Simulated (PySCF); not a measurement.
**Electron correlation in Zn⁺ (zinc, charge +1)**

[Ar] 3d10 4s1, 2S determinant. Calculation: PySCF 2.14, in cc-pVDZ-PP with ECP10MDF; scalar relativity through the core potential. Frozen: 3s2 3p6; 11 electrons correlated.

MP2 pair energies summed by pair of shells (mhartree):

| pair | energy | share (%) |
| --- | --- | --- |
| 3d-3d | -364.50 | 95.6 |
| 3d-4s | -16.85 | 4.4 |

Total MP2 correlation energy: -381.35 mhartree.

Same-spin part -142.52 and opposite-spin part -238.82 mhartree; SCS-MP2 scales them by 1/3 and 6/5 to -334.10 mhartree.

```
  level  correlation energy (mhartree)
   CCSD                        -345.10
    (T)                          -6.27
CCSD(T)                        -351.37
```

Diagnostics: T1 = 0.0084, D1 = 0.0189, largest double amplitude 0.022.

Cost of the coupled-cluster step: 1.1 s of wall time on 1 thread of Neoverse-V2 (shared host), for 11 correlated electrons.
